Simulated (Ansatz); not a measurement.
Compare A (`CCC[O][AlH2]`) with its isomer B (`C[CH](C)[AlH][OH]`).

Isolated molecules relaxed with PBE0-D4/def2-TZVP in Ansatz; ΔE leaves out vibrations. CBS: MP2 limit from def2 TZ/QZ plus the TZ coupled-cluster correction, frozen cores. Functionals use def2-TZVPP. Each species was taken in one conformer, which may not be the lowest.

Task: Which isomer does CCSD(T)/CBS put lower? Give the gap. (Best estimate.)

Result: The calculation gave: B, by 16.0 kcal/mol.

Task: Give E(B) − E(A) in kcal/mol with PBE-D4, CCSD(T)/def2-SVP, CCSD(T)/def2-TZVPP, r2SCAN-D4, CCSD/def2-TZVPP, ωB97M-V, BLYP-D4. (Estimate.)

Result: The calculation gave: PBE-D4 -15.7, CCSD(T)/def2-SVP -10.8, CCSD(T)/def2-TZVPP -15.1, r2SCAN-D4 -15.4, CCSD/def2-TZVPP -14.6, ωB97M-V -15.3, BLYP-D4 -14.2. None reverses the order clearly.

Task: Does the order hold for the free energy at 298.15 K (harmonic terms from PBE0-D4)? (Best estimate.)

Result: The calculation gave: Yes: G(B) − G(A) = -15.7 kcal/mol, for one conformer each. Modes under 60 cm⁻¹, often nearly free rotors, make the harmonic entropy too high.

Largest T1 diagnostic: 0.011.

Leaving LDA and LC-ωPBE aside and taking each functional with its dispersion term where it has one, the values, not all of them listed here, spread over 3.4 kcal/mol, from PBE-D4 to B97M-V. From BLYP to BHLYP (50 % exact exchange), in def2-TZVPP and without D4, E(B) − E(A) moves by +0.9 kcal/mol.
